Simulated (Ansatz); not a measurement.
Consider the isomerisation: `C[SiH2]C(=N)O` → `N[Si]1(O)CC1`.

Program: Ansatz. Geometries: PBE0-D4/def2-TZVP. ΔE: electronic, gas phase. CBS: MP2 limit from def2 TZ/QZ plus the TZ coupled-cluster correction, frozen cores. DFT in def2-TZVPP. HSE06 is defined as in plane-wave codes. One conformer a species, not always the lowest.

`C[SiH2]C(=N)O`:

```xyz
12

C     0.102    1.826    0.246
Si    0.786    0.205   -0.368
C    -0.445   -1.211   -0.050
N    -0.236   -2.310    0.542
O    -1.677   -0.952   -0.537
H     0.802    2.642    0.052
H    -0.088    1.785    1.321
H    -0.839    2.051   -0.260
H     2.031   -0.184    0.347
H     1.063    0.259   -1.828
H     0.725   -2.383    0.864
H    -2.223   -1.727   -0.330
```

`N[Si]1(O)CC1`:

Cartesian coordinates in Å:
```
N 0.306 0.032 1.867
Si 0.111 0.433 0.221
O 0.473 2.011 -0.035
C -1.084 -0.288 -0.941
C 0.408 -0.844 -1.039
H -0.239 0.483 2.584
H 0.551 -0.911 2.123
H 1.272 2.324 0.395
H -1.818 -1.017 -0.609
H -1.423 0.264 -1.813
H 0.527 -1.894 -0.788
H 0.917 -0.592 -1.965
```

Question: Is it downhill or uphill in electronic energy at CCSD(T)/CBS, and by how much? (An estimate is asked.)

Answer: Computed: Downhill: ΔE = -134.2 kJ/mol.

Question: What do these levels give: LDA (SPW92), B2PLYP, r2SCAN0, HSE06, BHLYP, CCSD(T)/def2-TZVPP? (An estimate is asked.)

Answer: The calculation gave: LDA (SPW92) -131.2, B2PLYP -123.1, r2SCAN0 -139.5, HSE06 -127.5, BHLYP -127.9, CCSD(T)/def2-TZVPP -126.4 kJ/mol.

Largest T1 diagnostic among the species: 0.013.

At CCSD(T), def2-SVP lies +61.1 kJ/mol from the extrapolated value and def2-TZVPP +7.8 kJ/mol. Leaving LDA and LC-ωPBE aside and taking each functional with its dispersion term where it has one, the values, not all of them listed here, spread over 42.1 kJ/mol, from PBE-QIDH to BLYP-D4. LDA lies −20.2 kJ/mol from PBE without D4.
